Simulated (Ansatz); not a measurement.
Ansatz results at the PBE0-D4/def2-TZVP geometry: HOMO energy (PBE0/def2-TZVPP) -8.38 eV; HOMO–LUMO gap (PBE/def2-TZVPP) 5.85 eV; ideal-gas entropy at 298 K and 1 bar (rigid rotor, harmonic PBE0-D4/def2-TZVP) 377 J/(mol·K).

Each molecule was computed in one conformer, which needn't be the lowest.

Task: Which molecule gave them?
A. `FC[SiH](F)CCl`
B. `C=C(C)Cl`
C. `[CH3][Al]1[CH2][SiH2]1`
D. `N=C=C([SiH3])[SeH]`

Result: A. The others give `[CH3][Al]1[CH2][SiH2]1`: -5.82, 2.63, 355; `N=C=C([SiH3])[SeH]`: -6.79, 3.61, 364; `C=C(C)Cl`: -7.30, 5.13, 294.
